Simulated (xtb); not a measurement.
A run for xtb: GFN2-xTB on H6Sn2 (SMILES [SnH3][SnH3]).

```
$ xtb mol.xyz --gfn 2 --sp --chrg 0 --uhf 0
8

Sn    -1.39355545     0.00001433    -0.00000000
Sn     1.39355545    -0.00001433     0.00000000
H     -2.00067005     1.60158357     0.00000000
H     -2.00062749    -0.80077970     1.38701639
H     -2.00062749    -0.80077970    -1.38701639
H      2.00067005    -1.60158356     0.00000000
H      2.00062749     0.80077970    -1.38701639
H      2.00062749     0.80077970     1.38701639
```

It printed:

```
[...]
           -------------------------------------------------
          |                Calculation Setup                |
           -------------------------------------------------



           -------------------------------------------------
          |                 G F N 2 - x T B                 |
           -------------------------------------------------

        Reference                      10.1021/acs.jctc.8b01176
      * Hamiltonian:
        H0-scaling (s, p, d)           1.850000    2.230000    2.230000
        zeta-weighting                 0.500000
      * Dispersion:
        s8                             2.700000
        a1                             0.520000
        a2                             5.000000
        s9                             5.000000
      * Repulsion:
        kExp                           1.500000    1.000000
        rExp                           1.000000
      * Coulomb:
        alpha                          2.000000
        third order                    shell-resolved
        anisotropic                    true
        a3                             3.000000
        a5                             4.000000
        cn-shift                       1.200000
        cn-exp                         4.000000
        max-rad                        5.000000


          ...................................................
          :                      SETUP                      :
          :.................................................:
          :  # basis functions                  26          :
          :  # atomic orbitals                  24          :
          :  # shells                           12          :
          :  # electrons                        14          :
          :  max. iterations                   250          :
          :  Hamiltonian                  GFN2-xTB          :
          :  restarted?                      false          :
          :  GBSA solvation                  false          :
          :  PC potential                    false          :
          :  electronic temp.          300.0000000     K    :
          :  accuracy                    1.0000000          :
          :  -> integral cutoff          0.2500000E+02      :
          :  -> integral neglect         0.1000000E-07      :
          :  -> SCF convergence          0.1000000E-05 Eh   :
          :  -> wf. convergence          0.1000000E-03 e    :
          :  Broyden damping             0.4000000          :
          :  net charge                          0          :
          :  unpaired electrons                  0          :
          ...................................................

 iter      E             dE          RMSdq      gap      omega  full diag
   1     -7.2351875 -0.723519E+01  0.156E+01    4.51       0.0  T
   2     -7.2439889 -0.880142E-02  0.815E+00    4.65       1.0  T
   3     -7.2405311  0.345777E-02  0.343E+00    4.51       1.0  T
   4     -7.2455345 -0.500340E-02  0.397E-01    4.58       1.0  T
   5     -7.2455606 -0.260670E-04  0.335E-02    4.58       1.1  T
   6     -7.2455617 -0.108839E-05  0.847E-03    4.58       4.2  T
   7     -7.2455617 -0.594233E-08  0.611E-04    4.58      57.8  T
   8     -7.2455617 -0.211752E-09  0.350E-04    4.58     101.0  T

   *** convergence criteria satisfied after 8 iterations ***

         #    Occupation            Energy/Eh            Energy/eV
      -------------------------------------------------------------
         1        2.0000           -0.7797193             -21.2172
         2        2.0000           -0.7473571             -20.3366
         3        2.0000           -0.4543457             -12.3634
         4        2.0000           -0.4543455             -12.3634
         5        2.0000           -0.4461764             -12.1411
         6        2.0000           -0.4461764             -12.1411
         7        2.0000           -0.4104731             -11.1695 (HOMO)
         8                         -0.2419979              -6.5851 (LUMO)
         9                         -0.1958999              -5.3307
        10                         -0.1958963              -5.3306
        11                         -0.1708823              -4.6499
        12                         -0.1526642              -4.1542
       ...                                ...                  ...
        24                          0.8686898              23.6383
      -------------------------------------------------------------
                  HL-Gap            0.1684752 Eh            4.5844 eV
             Fermi-level           -0.3262355 Eh           -8.8773 eV

 SCC (total)                   0 d,  0 h,  0 min,  0.005 sec
 SCC setup                      ...        0 min,  0.000 sec (  1.828%)
 Dispersion                     ...        0 min,  0.000 sec (  0.801%)
 classical contributions        ...        0 min,  0.000 sec (  0.324%)
 integral evaluation            ...        0 min,  0.001 sec ( 16.385%)
 iterations                     ...        0 min,  0.002 sec ( 50.497%)
 molecular gradient             ...        0 min,  0.001 sec ( 27.471%)
 printout                       ...        0 min,  0.000 sec (  2.476%)

         :::::::::::::::::::::::::::::::::::::::::::::::::::::
         ::                     SUMMARY                     ::
         :::::::::::::::::::::::::::::::::::::::::::::::::::::
         :: total energy              -7.228521827851 Eh    ::
         :: gradient norm              0.019405367890 Eh/a0 ::
         :: HOMO-LUMO gap              4.584444776192 eV    ::
         ::.................................................::
         :: SCC energy                -7.245557525770 Eh    ::
         :: -> isotropic ES            0.001243773766 Eh    ::
         :: -> anisotropic ES          0.001567427450 Eh    ::
         :: -> anisotropic XC          0.001035808390 Eh    ::
         :: -> dispersion             -0.003998321063 Eh    ::
         :: repulsion energy           0.017035697920 Eh    ::
         :: add. restraining           0.000000000000 Eh    ::
         :: total charge               0.000000000000 e     ::
         :::::::::::::::::::::::::::::::::::::::::::::::::::::

           -------------------------------------------------
          |                Property Printout                |
           -------------------------------------------------

    * Orbital Energies and Occupations

         #    Occupation            Energy/Eh            Energy/eV
      -------------------------------------------------------------
         1        2.0000           -0.7797193             -21.2172
         2        2.0000           -0.7473571             -20.3366
         3        2.0000           -0.4543457             -12.3634
         4        2.0000           -0.4543455             -12.3634
         5        2.0000           -0.4461764             -12.1411
         6        2.0000           -0.4461764             -12.1411
         7        2.0000           -0.4104731             -11.1695 (HOMO)
         8                         -0.2419979              -6.5851 (LUMO)
         9                         -0.1958999              -5.3307
        10                         -0.1958963              -5.3306
        11                         -0.1708823              -4.6499
        12                         -0.1526642              -4.1542
        13                         -0.1526624              -4.1542
        14                         -0.1017027              -2.7675
        15                         -0.0436324              -1.1873
        16                         -0.0436302              -1.1872
        17                          0.1792669               4.8781
        18                          0.1792715               4.8782
Note: The following floating-point exceptions are signalling: IEEE_UNDERFLOW_FLAG IEEE_DENORMAL
normal termination of xtb
       ...                                ...                  ...
        24                          0.8686898              23.6383
      -------------------------------------------------------------
                  HL-Gap            0.1684752 Eh            4.5844 eV
             Fermi-level           -0.3262355 Eh           -8.8773 eV

     #   Z          covCN         q      C6AA      α(0)
     1  50 Sn       3.717     0.050   332.976    33.283
     2  50 Sn       3.717     0.050   332.976    33.283
     3   1 H        0.924    -0.017     3.363     2.868
     4   1 H        0.924    -0.017     3.363     2.868
     5   1 H        0.924    -0.017     3.363     2.868
     6   1 H        0.924    -0.017     3.363     2.868
     7   1 H        0.924    -0.017     3.363     2.868
     8   1 H        0.924    -0.017     3.363     2.868

 Mol. C6AA /au·bohr⁶  :       2248.648689
 Mol. C8AA /au·bohr⁸  :     199625.018221
 Mol. α(0) /au        :         83.772973


Wiberg/Mayer (AO) data.
largest (>0.10) Wiberg bond orders for each atom

 ---------------------------------------------------------------------------
     #   Z sym  total        # sym  WBO       # sym  WBO       # sym  WBO
 ---------------------------------------------------------------------------
     1  50 Sn   2.796 --     5 H    0.756     4 H    0.756     3 H    0.756
                             2 Sn   0.321
     2  50 Sn   2.796 --     8 H    0.756     7 H    0.756     6 H    0.756
                             1 Sn   0.321
     3   1 H    1.000 --     1 Sn   0.756
     4   1 H    1.000 --     1 Sn   0.756
     5   1 H    1.000 --     1 Sn   0.756
     6   1 H    1.000 --     2 Sn   0.756
     7   1 H    1.000 --     2 Sn   0.756
     8   1 H    1.000 --     2 Sn   0.756
 ---------------------------------------------------------------------------

Topologies differ in total number of bonds
Writing topology from bond orders to xtbtopo.mol

molecular dipole:
                 x           y           z       tot (Debye)
 q only:       -0.000      -0.000       0.000
   full:       -0.000      -0.000       0.000       0.000
molecular quadrupole (traceless):
                xx          xy          yy          xz          yz          zz
 q only:       -0.277      -0.000       0.139      -0.000      -0.000       0.138
  q+dip:       -6.396      -0.000       3.198      -0.000      -0.000       3.198
   full:       -1.505      -0.000       0.753      -0.000      -0.000       0.752


           -------------------------------------------------
          | TOTAL ENERGY               -7.228521827851 Eh   |
          | GRADIENT NORM               0.019405367890 Eh/α |
          | HOMO-LUMO GAP               4.584444776192 eV   |
           -------------------------------------------------

------------------------------------------------------------------------
------------------------------------------------------------------------
 total:
 SCF:
```

The run finished.

Cost: very roughly 0.03 core-seconds.
